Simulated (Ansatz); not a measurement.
Program: Ansatz. Geometries: PBE0-D4/def2-TZVP. ΔE: electronic, gas phase. CBS: MP2 limit from def2 TZ/QZ plus the TZ coupled-cluster correction, frozen cores. DFT in def2-TZVPP. def2 core potentials past Kr. For Sn outer-core shells are correlated without core-valence functions, which leaves a few kJ/mol of doubt a bond. Each species was taken in one conformer, which may not be the lowest.

Reaction (redistribution): `[F][SnH3]` + `CCO[SiH](C)F` → `C[CH2][SnH2][F]` + `C[SiH](O)F`

```csv
level,ΔE (kcal/mol)
ωB97M-V,-14.6
r2SCAN,-15.0
CCSD/def2-TZVPP,-15.3
CCSD/CBS(def2),-16.9
```

(1) What does CCSD(T)/CBS give? (An estimate is asked.)

Largest T1 diagnostic among the species: 0.014.

Answers

(1) Computed: -17.3 kcal/mol. The listed levels differ from it by 2.7, 2.3, 2.0, 0.4 kcal/mol.

In def2-TZVPP, CCSD(T) changes the Hartree–Fock value by −4.8 kcal/mol (the triples alone add −0.4 kcal/mol) and MP2 by −7.3 kcal/mol.
